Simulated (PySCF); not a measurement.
Problem. What does the PBE0-D3(BJ)/def2-SVP structure of `BBCC` (C2H8B2) look like in three dimensions?

Solution. 
Z-matrix in Å and degrees, rows numbered from 1:
```
B 
B   1  1.6538
C   2  1.5688  1  128.63
C   3  1.5238  2  118.71  1    -0.36
H   1  1.2133  2  122.15  3    91.60
H   1  1.2137  2  122.20  3   -91.22
H   2  1.2218  1  115.37  3   179.92
H   3  1.1084  2  106.10  1  -126.34
H   3  1.1088  2  105.79  1   125.27
H   4  1.1017  3  111.27  2   -59.64
H   4  1.1015  3  111.27  2    59.74
H   4  1.1014  3  112.41  2  -179.91
```

B1 (three-coordinate boron) is planar (angles 122.2°, 122.2° and 115.6°, sum 359.9°, 0.02 Å off the plane of its three neighbours). The 4 heavy atoms lie in one plane (0.001 Å rms). B2 (three-coordinate boron) is planar (angles 128.6°, 116.0° and 115.4°, sum 360.0°, 0.00 Å off the plane of its three neighbours).

Computed, not measured: PySCF, PBE0-D3(BJ)/def2-SVP geometry optimisation, gas phase.

Point group: Cs (every atom within 0.08 Å of its image). No PBE0-D3(BJ)/def2-SVP frequencies stand behind this structure, so it isn't proved a minimum. One conformer, not necessarily the lowest (B1–B2–C3–C4 0°).
